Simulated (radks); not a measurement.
The nuclear charge of neutral niobium is varied continuously with 41 electrons held in [Kr] 4d4 5s1. Method: Dirac Kohn-Sham, PBE, spin-unpolarised, spherical densities, finite nucleus; open shells fill j = l - 1/2 first; Fermi nuclear charge, rms radius 4.324 fm; computed with a radial shooting solver on a logarithmic mesh with Libxc functionals. By the Hellmann-Feynman theorem dE/dZ = E(electron-nucleus)/Z, the electronic potential at the nucleus (averaged over a nucleus of fixed radius).

| Z | E (hartree) | E(electron-nucleus)/Z (hartree) | HOMO | e(HOMO) (eV) | <r> HOMO (bohr) |
|---|---|---|---|---|---|
| 40.8 | -3775.22466 | -223.496 | 4d3/2 | -1.601 | 2.344 |
| 41 | -3820.07571 | -225.014 | 4d3/2 | -3.061 | 2.206 |
| 41.2 | -3865.23008 | -226.529 | 4d3/2 | -4.706 | 2.094 |
| 41.4 | -3910.68722 | -228.042 | 5s1/2 | -6.477 | 3.471 |
| 41.6 | -3956.44671 | -229.553 | 5s1/2 | -7.881 | 3.354 |
| 41.8 | -4002.50827 | -231.063 | 5s1/2 | -9.372 | 3.247 |
| 42 | -4048.87166 | -232.571 | 5s1/2 | -10.944 | 3.149 |

The central difference of E at Z = 41 is -225.014 hartree, to compare with the third column; the second derivative is -7.58 hartree.
